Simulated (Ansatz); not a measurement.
Cost and result up the ladder for BiH2(vinyl) (C₂H₅Bi) (8 atoms). The state is a singlet with charge 0. Geometry: PBE-D4/def2-TZVP.

```
atom    x (Å)    y (Å)    z (Å)
 Bi1   0.6878   1.2840  -1.0497
  H2   2.0812   0.2724  -1.6139
  H3  -0.2263   0.8018  -2.5376
  C4  -0.1845  -0.4119   0.1587
  C5  -0.5791  -0.2346   1.4207
  H6  -0.2741  -1.3889  -0.3239
  H7  -0.5027   0.7302   1.9322
  H8  -1.0022  -1.0530   2.0136
```

Ansatz on 4 threads of Arm Neoverse V2 on a shared host. Times are rough, and most runs start from the orbitals of an earlier one. ωB97X-V/def2-TZVP serves as the yardstick here, not as an exact answer. Differences are given only for rows in sets of like size (and for xTB, whose basis is part of the method), since another set adds its own error. Binding counts from free atoms at the same level (Bi quartet, H doublet, C triplet; other spins of the atoms weren't run), without zero-point energy or a counterpoise term.

In the def2 sets Bi takes a core potential; there is no spin–orbit coupling. Correlated methods freeze 6 core orbitals; core or outer-core shells of Bi are correlated, in sets that lack core-valence functions.

Correlated methods converge slowly with the basis.

```csv
level,functions,wall time
HF/def2-TZVP,142,0.5 s
PBE-D4/def2-SVP,79,0.5 s
PBE-D4/def2-TZVP,142,0.9 s
MP2/def2-TZVP,142,0.95 s
PBE0-D4/def2-TZVP,142,1.2 s
PBE-D4/def2-TZVPD,175,1.2 s
CAM-B3LYP-D4/def2-TZVP,142,1.3 s
PBE0-D4/def2-TZVPD,175,1.6 s
r2SCANh-D4/def2-TZVP,142,2.1 s
r2SCAN0-D4/def2-TZVP,142,2.1 s
r2SCAN-D4/def2-TZVPD,175,2.6 s
ωB97X-V/def2-TZVP,142,3.3 s
B97M-V/def2-TZVP,142,3.8 s
CCSD(T)/def2-TZVPP,182,38 s
```

**Question.** Estimate what each level gives for the binding energy per atom (eV).

**Answer.** 
```json
{"level": "HF/def2-TZVP", "binding energy per atom (eV)": "2.34", "difference from ωB97X-V/def2-TZVP (eV)": "-1.05"}
{"level": "PBE-D4/def2-SVP", "binding energy per atom (eV)": "3.47", "difference from ωB97X-V/def2-TZVP (eV)": "–"}
{"level": "PBE-D4/def2-TZVP", "binding energy per atom (eV)": "3.46", "difference from ωB97X-V/def2-TZVP (eV)": "0.07"}
{"level": "MP2/def2-TZVP", "binding energy per atom (eV)": "3.22", "difference from ωB97X-V/def2-TZVP (eV)": "-0.17"}
{"level": "PBE0-D4/def2-TZVP", "binding energy per atom (eV)": "3.38", "difference from ωB97X-V/def2-TZVP (eV)": "-0.01"}
{"level": "PBE-D4/def2-TZVPD", "binding energy per atom (eV)": "3.46", "difference from ωB97X-V/def2-TZVP (eV)": "0.07"}
{"level": "CAM-B3LYP-D4/def2-TZVP", "binding energy per atom (eV)": "3.39", "difference from ωB97X-V/def2-TZVP (eV)": "0.01"}
{"level": "PBE0-D4/def2-TZVPD", "binding energy per atom (eV)": "3.38", "difference from ωB97X-V/def2-TZVP (eV)": "-0.01"}
{"level": "r2SCANh-D4/def2-TZVP", "binding energy per atom (eV)": "3.34", "difference from ωB97X-V/def2-TZVP (eV)": "-0.05"}
{"level": "r2SCAN0-D4/def2-TZVP", "binding energy per atom (eV)": "3.30", "difference from ωB97X-V/def2-TZVP (eV)": "-0.08"}
{"level": "r2SCAN-D4/def2-TZVPD", "binding energy per atom (eV)": "3.37", "difference from ωB97X-V/def2-TZVP (eV)": "-0.02"}
{"level": "ωB97X-V/def2-TZVP", "binding energy per atom (eV)": "3.39", "difference from ωB97X-V/def2-TZVP (eV)": "0.00"}
{"level": "B97M-V/def2-TZVP", "binding energy per atom (eV)": "3.42", "difference from ωB97X-V/def2-TZVP (eV)": "0.04"}
{"level": "CCSD(T)/def2-TZVPP", "binding energy per atom (eV)": "3.29", "difference from ωB97X-V/def2-TZVP (eV)": "-0.10"}
```
